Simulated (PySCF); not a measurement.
C5H6Se, SMILES C1([Se]CC1)=C=C. The structure is a stationary point at B3LYP-D3(BJ)/def2-SVP. The structure was generated by enumeration, and PubChem lists no compound with its InChIKey, so it may never have been made.

Question: Give the equilibrium geometry at B3LYP-D3(BJ)/def2-SVP (PySCF confirms it by a frequency run) as bond lengths and angles. (The exact figures need the calculation; the answer reports its results.)

Answer: 
Atoms: C1 C2 C3 C4 C5 Se6 H7 H8 H9 H10 H11 H12. Bonded distances (Å): C1–C2 1.313, C1–H7 1.097, C1–H8 1.097, C2–C3 1.303, C3–C4 1.522, C3–Se6 1.948, C4–C5 1.547, C4–H9 1.102, C4–H10 1.102, C5–Se6 1.998, C5–H11 1.097, C5–H12 1.097. Angles (°): C2–C1–H7 121.7, C2–C1–H8 121.7, H7–C1–H8 116.7, C1–C2–C3 179.6, C2–C3–C4 133.4, C2–C3–Se6 131.4, C4–C3–Se6 95.2, C3–C4–C5 99.6, C3–C4–H9 112.1, C3–C4–H10 112.0, C5–C4–H9 112.9, C5–C4–H10 112.8, H9–C4–H10 107.5, C4–C5–Se6 92.4, C4–C5–H11 114.9, C4–C5–H12 115.0, Se6–C5–H11 111.8, Se6–C5–H12 111.9, H11–C5–H12 109.8, C3–Se6–C5 72.9.
Charge 0, spin multiplicity 1.
